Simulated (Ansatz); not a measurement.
`[OH][GeH2][SiH](O)O` + `[SiH3]N[SiH](Cl)Cl` → `O[SiH](O)N[SiH](Cl)Cl` + `[OH][GeH2][SiH3]`  (redistribution)

Calculated with Ansatz (gas phase, PBE0-D4/def2-TZVP geometries, no zero-point term in ΔE). CBS: MP2 limit from def2 TZ/QZ plus the TZ coupled-cluster correction, frozen cores. For Ge outer-core shells are correlated without core-valence functions, which leaves a few kJ/mol of doubt a bond. Scalar relativity is left out up to krypton. Each species was taken in one conformer, which may not be the lowest.

```tsv
species	CCSD(T)/CBS(def2) energy (Eh)
`[OH][GeH2][SiH](O)O`	-2594.44795
`[SiH3]N[SiH](Cl)Cl`	-1555.58428
`O[SiH](O)N[SiH](Cl)Cl`	-1706.06232
`[OH][GeH2][SiH3]`	-2443.98216
```

(1) Work out ΔE.

Largest T1 diagnostic among the species: 0.012.

Results:

(1) ΔE = (-1706.06232) + (-2443.98216) − (-2594.44795) − (-1555.58428) = -0.01225 Eh = -7.7 kcal/mol.

From PBE to PBE0 (25 % exact exchange), in def2-TZVPP and without D4, ΔE moves by −0.8 kcal/mol.
